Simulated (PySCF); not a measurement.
Isomers of C8H7FO, from PySCF, PBE0-D3(BJ)/def2-SVP geometry optimisation, gas phase. One conformer each, no zero-point energy, no frequencies.

Problem. Which isomer lies lower at this level?
A. `[O:1]=[CH:2][c:3]1[cH:4][cH:5][c:6]([CH2:7][F:8])[cH:9][cH:10]1` with O1–C2–C3–C4 -179°, C5–C6–C7–F8 -1°: A = 4585, B = 664.0, C = 582.1 MHz, dipole 2.32 D
B. `[CH3:1][c:2]1[cH:3][cH:4][cH:5][c:6]([C:7](=[O:8])[F:9])[cH:10]1` with C5–C6–C7–O8 179°: A = 2646, B = 926.2, C = 689.0 MHz, dipole 3.98 D

Solution. B. That is `Cc1cccc(C(=O)F)c1`, 23.5 kcal/mol below the other.

```tsv
SMILES	mapped SMILES	E (Eh)	relative (kcal/mol)	relative (kJ/mol)	dipole (D)
Cc1cccc(C(=O)F)c1	[CH3:1][c:2]1[cH:3][cH:4][cH:5][c:6]([C:7](=[O:8])[F:9])[cH:10]1	-483.27877	0.0	0.0	3.98
O=Cc1ccc(CF)cc1	[O:1]=[CH:2][c:3]1[cH:4][cH:5][c:6]([CH2:7][F:8])[cH:9][cH:10]1	-483.24128	23.5	98.4	2.32
```
